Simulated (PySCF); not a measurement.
Trends in electronic spectra. Computed with TDDFT PBE0/def2-SVPD, vertical, gas phase, core orbitals frozen in the response (PySCF 2.14.0, density-fitted response routines). Geometries: PBE0-D3(BJ)/def2-SVP; one conformer of each isolated species. Triplets are in the Tamm–Dancoff approximation.

Problem. Rank by computed lowest singlet excitation energy, highest first.
A. `B1C=CC=CC=C1`
B. `CCCS(=O)(=O)CCC`
C. `ClC1=COC=N1`
D. `C=CCC(=O)OC=C`

Solution. B (7.05 eV), C (5.99 eV), D (5.78 eV), A (4.60 eV).

```tsv
SMILES	S1 (eV)	LUMO (eV)	gap (eV)	T1 (eV)	HOMO (eV)	S1 mainly
CCCS(=O)(=O)CCC	7.05	0.14	8.18	6.88	-8.04	H→L (94%)
Clc1cocn1	5.99	-0.68	6.71	4.02	-7.39	H→L (94%)
C=CCC(=O)OC=C	5.78	-0.58	6.86	–	-7.44	H-2→L (66%)
B1C=CC=CC=C1	4.60	-2.08	5.09	2.74	-7.18	H→L+1 (71%)
```

H and L stand for HOMO and LUMO; a dash means that no computed state gives the value.

- `CCCS(=O)(=O)CCC`: Löwdin shares by element: HOMO oxygen 48%, carbon 24% or more (atoms not listed hold the other 28%); LUMO sulfur 25%, hydrogen 16% or more, carbon 8% or more (atoms not listed hold the other 51%).
- `Clc1cocn1`: Löwdin shares by element: HOMO carbon 63%, chlorine 21% (atoms not listed hold the other 16%); LUMO carbon 43% or more, oxygen 21%, nitrogen 14% (atoms not listed hold the other 22%).
- `C=CCC(=O)OC=C`: Löwdin shares by element: HOMO carbon 61% or more, oxygen 22% (atoms not listed hold the other 17%); LUMO carbon 57% or more, oxygen 19% or more (atoms not listed hold the other 24%).
- `B1C=CC=CC=C1`: Löwdin shares by element: HOMO carbon 66% or more (atoms not listed hold the other 34%); LUMO carbon 69% or more (atoms not listed hold the other 31%).
